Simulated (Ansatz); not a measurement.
Consider the homolysis of the C–Ga bond: `O=[C](O)[GaH2]` → `O=[C]O`• + `[GaH2]`•.

Isolated molecules relaxed with PBE0-D4/def2-TZVP in Ansatz; ΔE leaves out vibrations. CBS: MP2 limit from def2 TZ/QZ plus the TZ coupled-cluster correction, frozen cores. This one scheme is used for every species. DFT in def2-TZVPP. HSE06 is defined as in plane-wave codes. Open shells (•) are unrestricted, without spin–orbit coupling. For Ga outer-core shells are correlated without core-valence functions, which leaves a few kJ/mol of doubt a bond. Scalar relativity is left out up to krypton. Each species was taken in one conformer, which may not be the lowest.

`O=[C](O)[GaH2]`:

Z-matrix (Å, degrees):
```
C
O 1 1.344
Ga 1 2.007 2 117.6
O 1 1.205 2 122.1 3 -180.0
H 2 0.973 1 107.2 3 180.0
H 3 1.562 1 118.0 2 93.0
H 3 1.562 1 118.0 2 -92.6
```

`O=[C]O`•:

Z-matrix (Å, degrees):
```
C
O 1 1.179
O 1 1.316 2 130.9
H 3 0.976 1 109.3 2 0.0
```

`[GaH2]`•:

Cartesian coordinates in Å:
```
Ga 0.066 0.403 -0.332
H 0.370 -1.081 -0.823
H -0.437 0.678 1.155
```

| level | ΔE (kcal/mol) |
| --- | --- |
| r2SCAN0-D4 | 71.1 |
| CAM-B3LYP-D4 | 74.1 |
| HSE06 | 72.4 |
| MP2/def2-SVP | 74.3 |
| CCSD(T)/def2-SVP | 72.0 |
| HF/def2-TZVPP | 53.0 |
| MP2/def2-TZVPP | 79.2 |
| CCSD/def2-TZVPP | 74.8 |

Task: What does CCSD(T)/CBS give? (Estimate.)

Result: Computed: +79.7 kcal/mol. The listed levels differ from it by -8.6, -5.6, -7.3, -5.4, -7.7, -26.7, -0.5, -4.9 kcal/mol.

Largest T1 diagnostic among the species: 0.022.

From r2SCAN to r2SCAN0 (25 % exact exchange), in def2-TZVPP and without D4, ΔE moves by −0.8 kcal/mol: exact exchange takes away binding that semilocal exchange gives to molecules. In def2-TZVPP, CCSD(T) changes the Hartree–Fock value by +23.3 kcal/mol (the triples alone add +1.6 kcal/mol) and MP2 by +26.2 kcal/mol; breaking electron pairs costs correlation energy, which Hartree–Fock lacks.
